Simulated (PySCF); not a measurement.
Cl₅Nb, charge -1, doublet, geometry from GFN2-xTB (such geometries of metal compounds can be far from the true shape) (the multiplicity is a formal guess) (core potentials on Nb); PySCF with DF-SVWN5/def2-SVP.

PySCF was given this input:
```python
from pyscf import gto, scf, dft

mol = gto.Mole()
mol.atom = '''
    Nb   -0.08605415    0.01826542    0.05623721
    Cl    1.86039851   -0.39487872   -1.21578815
    Cl    0.97858169   -1.02629909    2.00042968
    Cl   -1.12922243    1.05827333   -1.90198452
    Cl   -1.53365921   -1.72671987   -0.09399808
    Cl    0.03144382    2.04557246    1.07571015
'''
mol.basis = 'def2-svp'
mol.ecp = {'Nb': 'def2-svp'}
mol.charge = -1
mol.spin = 1
mol.verbose = 4
mol.build()

mf = dft.UKS(mol)
mf.xc = 'lda,vwn'
mf.DIIS = scf.EDIIS
mf = mf.density_fit(auxbasis='def2-universal-jkfit')
mf.kernel()
```

**Question.** Write the output that PySCF gives for this input, abridged.

**Answer.** 
```
PySCF version 2.14.0

[INPUT] verbose = 4
[INPUT] num. atoms = 6
[INPUT] num. electrons = 99
[INPUT] charge = -1
[INPUT] spin (= nelec alpha-beta = 2S) = 1
[INPUT] symmetry False subgroup None
[INPUT] Mole.unit = angstrom
[INPUT] Symbol           X                Y                Z      unit          X                Y                Z       unit  Magmom
[...]
nuclear repulsion = 668.29052753779
number of shells = 51
number of NR pGTOs = 237
number of NR cGTOs = 121
basis = def2-svp
ecp = {'Nb': 'def2-svp'}

******** <class 'pyscf.df.df_jk.DFUKS'> ********
method = DFUKS
initial guess = minao
damping factor = 0
level_shift factor = 0
DIIS = <class 'pyscf.scf.diis.EDIIS'>
diis_start_cycle = 1
diis_space = 8
diis_damp = 0
SCF conv_tol = 1e-09
SCF conv_tol_grad = None
SCF max_cycles = 50
direct_scf = False
number electrons alpha = 50  beta = 49
XC library pyscf.dft.libxc version 7.1.2
    S. Lehtola, C. Steigemann, M. J. T. Oliveira, and M. A. L. Marques,  SoftwareX 7, 1–5 (2018)
XC functionals = lda,vwn
    P. A. M. Dirac,  Math. Proc. Cambridge Philos. Soc. 26, 376 (1930)
    F. Bloch,  Z. Phys. 57, 545 (1929)
    S. H. Vosko, L. Wilk, and M. Nusair,  Can. J. Phys. 58, 1200 (1980)
radial grids:
    Treutler-Ahlrichs [JCP 102, 346 (1995); DOI:10.1063/1.469408] (M4) radial grids

becke partition: Becke, JCP 88, 2547 (1988); DOI:10.1063/1.454033
pruning grids: <function nwchem_prune>
grids dens level: 3
symmetrized grids: False
atomic radii adjust function: <function treutler_atomic_radii_adjust>
small_rho_cutoff = 0
Set gradient conv threshold to 3.16228e-05
tot grids = 116840
init E= -2343.32988996945

cycle= 1 E= -2343.27399505444  delta_E= 0.0559  |g|= 3.28  |ddm|= 3.99
cycle= 2 E= -2312.81277576985  delta_E= 30.5  |g|= 5.45  |ddm|= 15.5
cycle= 3 E= -2337.33588524595  delta_E= -24.5  |g|=  4.2  |ddm|= 15.8
cycle= 4 E= -2337.23833587256  delta_E= 0.0975  |g|= 3.75  |ddm|= 3.65
cycle= 5 E= -2340.37923192749  delta_E= -3.14  |g|= 3.78  |ddm|= 3.05
cycle= 6 E= -2340.37923204798  delta_E= -1.2e-07  |g|= 3.78  |ddm|= 4.71e-08
cycle= 7 E= -2340.37923184988  delta_E= 1.98e-07  |g|= 3.78  |ddm|= 6.74e-08
cycle= 8 E= -2340.37923174101  delta_E= 1.09e-07  |g|= 3.78  |ddm|= 4.19e-08
cycle= 9 E= -2340.37923062645  delta_E= 1.11e-06  |g|= 3.78  |ddm|= 3.82e-07
cycle= 10 E= -2340.37923185834  delta_E= -1.23e-06  |g|= 3.78  |ddm|= 3.97e-07
cycle= 11 E= -2299.87269296433  delta_E= 40.5  |g|= 6.62  |ddm|= 21.3
[...]
cycle= 19 E= -2337.81575855176  delta_E= 7.12e-07  |g|= 3.61  |ddm|= 3.23e-07

cycle= 20 E= -2265.01930181566  delta_E= 72.8  |g|= 8.22  |ddm|= 24.4
cycle= 21 E= -2327.17943089221  delta_E= -62.2  |g|=  4.3  |ddm|= 24.6
cycle= 22 E= -2324.26301072999  delta_E= 2.92  |g|= 5.42  |ddm|= 7.09
cycle= 23 E= -2331.0445235292  delta_E= -6.78  |g|= 3.74  |ddm|= 8.25
cycle= 24 E= -2331.04452231617  delta_E= 1.21e-06  |g|= 3.74  |ddm|= 6.26e-07
cycle= 25 E= -2331.04452231466  delta_E= 1.5e-09  |g|= 3.74  |ddm|= 1.05e-07
cycle= 26 E= -2331.04452231332  delta_E= 1.34e-09  |g|= 3.74  |ddm|= 9.5e-08
cycle= 27 E= -2331.04452231323  delta_E= 9.05e-11  |g|= 3.74  |ddm|= 1.73e-09
cycle= 28 E= -2331.04452230934  delta_E= 3.89e-09  |g|= 3.74  |ddm|= 1.82e-09
cycle= 29 E= -2209.53843368353  delta_E=  122  |g|= 6.68  |ddm|=   32
cycle= 30 E= -2326.07575793601  delta_E= -117  |g|= 4.44  |ddm|=   32
cycle= 31 E= -2324.00645485512  delta_E= 2.07  |g|= 4.63  |ddm|= 5.72
cycle= 32 E= -2328.70918390661  delta_E= -4.7  |g|= 3.93  |ddm|= 5.69
cycle= 33 E= -2328.70918383079  delta_E= 7.58e-08  |g|= 3.93  |ddm|= 7.9e-08
cycle= 34 E= -2328.70918395848  delta_E= -1.28e-07  |g|= 3.93  |ddm|= 1.33e-07
cycle= 35 E= -2328.70918391581  delta_E= 4.27e-08  |g|= 3.93  |ddm|= 4.45e-08
cycle= 36 E= -2328.70918390392  delta_E= 1.19e-08  |g|= 3.93  |ddm|= 1.24e-08
cycle= 37 E= -2328.70918381299  delta_E= 9.09e-08  |g|= 3.93  |ddm|= 9.48e-08

cycle= 38 E= -2211.89835785228  delta_E=  117  |g|=  6.7  |ddm|= 34.5
cycle= 39 E= -2326.6370730482  delta_E= -115  |g|= 4.29  |ddm|= 34.7
cycle= 40 E= -2320.60439445083  delta_E= 6.03  |g|= 5.08  |ddm|= 10.1
cycle= 41 E= -2330.33889240023  delta_E= -9.73  |g|=  3.6  |ddm|= 8.01
cycle= 42 E= -2330.33889217398  delta_E= 2.26e-07  |g|=  3.6  |ddm|= 1.58e-06
cycle= 43 E= -2330.33889260466  delta_E= -4.31e-07  |g|=  3.6  |ddm|= 3.01e-06
cycle= 44 E= -2330.33889239257  delta_E= 2.12e-07  |g|=  3.6  |ddm|= 1.48e-06
cycle= 45 E= -2330.33889238063  delta_E= 1.19e-08  |g|=  3.6  |ddm|= 8.35e-08
cycle= 46 E= -2330.33889239168  delta_E= -1.11e-08  |g|=  3.6  |ddm|= 7.73e-08
cycle= 47 E= -2221.50224803154  delta_E=  109  |g|= 7.91  |ddm|= 30.6
cycle= 48 E= -2325.46602280351  delta_E= -104  |g|= 4.24  |ddm|= 31.3
cycle= 49 E= -2313.12640005835  delta_E= 12.3  |g|= 5.74  |ddm|= 13.9
cycle= 50 E= -2327.14153973957  delta_E=  -14  |g|= 4.05  |ddm|=   13
SCF not converged.
SCF energy = -2327.14153973957 after 50 cycles  <S^2> = 0.75058441  2S+1 = 2.0005843
```

The run did not converge; its last values are not results.
